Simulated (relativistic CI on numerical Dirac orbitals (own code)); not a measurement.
## Spin-allowed bands of a d3 ion in an octahedral site, by hand

Problem. Take Δ = 12500 cm⁻¹ and B = 870 cm⁻¹ for a d3 ion in an octahedral site. Calculate the three spin-allowed bands.

Working.
1. The terms of highest spin are 4F (energy 0) and 4P (15B = 13050 cm⁻¹). Here the F term splits into A2 at −1.2Δ = -15000, T2 at −0.2Δ = -2500 and T1 at +0.6Δ = 7500 cm⁻¹.
2. The two T1 states mix through the element 0.4Δ: H = [[7500, 5000], [5000, 13050]], with roots ½(H₁₁ + H₂₂) ∓ ½√[(H₂₂ − H₁₁)² + 4H₁₂²] = ½(20550) ∓ ½(11437) = 4557 and 15993 cm⁻¹.
3. The ground term is 4A2 at -15000 cm⁻¹.
4. Bands: 4T2 12500 cm⁻¹ (800 nm), 4T1(F) 19557 cm⁻¹ (511 nm), 4T1(P) 30993 cm⁻¹ (323 nm).

Check. Exact diagonalisation of the whole d3 shell with these parameters gives 4T2 12500, 4T1 19557, 4T1 30993 cm⁻¹. The match is exact, since without spin-orbit coupling no other term has this spin. The ratio of the second band to the first, 1.565, depends on Δ/B = 14.4 alone, which is how a Tanabe-Sugano diagram is read.
